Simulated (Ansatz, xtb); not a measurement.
## C4H3NO2: which of two isomers lies lower

We compare a, `O=c1ccocn1`, a singlet, with b, `C=C(C#N)C(=O)O`, a singlet. Both are isolated molecules in the gas phase, relaxed with PBE0-D3(BJ)/def2-SVP; the shapes shown needn't be the lowest conformers.

a (Å):

```yaml
atoms:
  - { symbol: C, position_ang: [-2.5594, -0.0365, -1.8028] }
  - { symbol: C, position_ang: [-2.6428, -1.3228, -1.0969] }
  - { symbol: C, position_ang: [-2.2752, -1.4009, 0.1917] }
  - { symbol: C, position_ang: [-1.7559, 0.8403, 0.1934] }
  - { symbol: N, position_ang: [-2.0730, 1.0366, -1.0164] }
  - { symbol: O, position_ang: [-2.8731, 0.1211, -2.9558] }
  - { symbol: O, position_ang: [-1.8235, -0.3254, 0.8717] }
  - { symbol: H, position_ang: [-3.0058, -2.2006, -1.6321] }
  - { symbol: H, position_ang: [-2.2972, -2.2993, 0.8108] }
  - { symbol: H, position_ang: [-1.3760, 1.6387, 0.8415] }
```

b (Å):

```yaml
atoms:
  - { symbol: C, position_ang: [-3.2809, -1.3212, -1.4047] }
  - { symbol: C, position_ang: [-2.3943, -0.7927, -0.5472] }
  - { symbol: C, position_ang: [-1.7627, -1.5767, 0.4718] }
  - { symbol: C, position_ang: [-2.0602, 0.6648, -0.6670] }
  - { symbol: N, position_ang: [-1.2603, -2.2243, 1.2908] }
  - { symbol: O, position_ang: [-2.5435, 1.3924, -1.4917] }
  - { symbol: O, position_ang: [-1.1707, 1.0508, 0.2438] }
  - { symbol: H, position_ang: [-3.5605, -2.3751, -1.3629] }
  - { symbol: H, position_ang: [-3.7285, -0.6709, -2.1605] }
  - { symbol: H, position_ang: [-1.0066, 1.9963, 0.1042] }
```

Task: Estimate E(b) − E(a) at the level CCSD(T)/def2-SVP + ΔMP2/def2-TZVPP.

Result: Calculated at CCSD(T)/def2-SVP + ΔMP2/def2-TZVPP: E(b) − E(a) = −8.2 kcal/mol, so structure b lies lower.

Level by level:

```csv
level,geometry,E(b) − E(a) (kcal/mol),departure from the last row (kcal/mol),"job, with rough time for the two"
GFN2-xTB,GFN2-xTB,+25.4,+33.6,"optimisation, 0.2 s"
HF/STO-3G,GFN2-xTB,+9.0,+17.2,"single point, 0.69 s"
r2SCAN-D4/def2-SVP,GFN2-xTB,+1.4,+9.6,"single point, 4.2 s"
PBE0-D3(BJ)/def2-SVP,PBE0-D3(BJ)/def2-SVP,+2.1,+10.3,"optimisation, 38 s"
HF/def2-SVP,PBE0-D3(BJ)/def2-SVP,−9.6,−1.4,part of the CCSD(T) run
MP2/def2-SVP,PBE0-D3(BJ)/def2-SVP,−12.5,−4.3,part of the CCSD(T) run
CCSD(T)/def2-SVP,PBE0-D3(BJ)/def2-SVP,−10.8,−2.6,single point
CCSD(T)/def2-SVP + ΔMP2/def2-TZVPP,PBE0-D3(BJ)/def2-SVP,−8.2,,"single point, 62 s"
```

As drawn, b has 1 C–C, 1 C≡N, 1 O–H in place of 1 C–O, 1 C=N, 1 C–N, 1 C–H. Structure a has a 6-membered ring, b no ring.

GFN2-xTB, HF/STO-3G, r2SCAN-D4/def2-SVP, PBE0-D3(BJ)/def2-SVP put the two in the other order. The largest departure from CCSD(T)/def2-SVP + ΔMP2/def2-TZVPP is that of GFN2-xTB, 33.6 kcal/mol. The last row adds to CCSD(T) the change of the MP2 difference between the two basis sets, here +2.6 kcal/mol.

With thermal terms from frequencies at re-optimised GFN2-xTB minima (ideal gas, soft modes damped towards free rotors, one conformer each, 298.15 K, 1 atm): on the last row, ΔE + ΔZPE = −9.7, ΔH = −8.8, ΔG = −10.9 kcal/mol.

The correlated steps freeze 7 core orbitals. Run with Ansatz 0.2.0, xtb 6.7.1; the last row on 2 threads of Intel(R) Xeon(R) Processor @ 2.70GHz on a shared host.
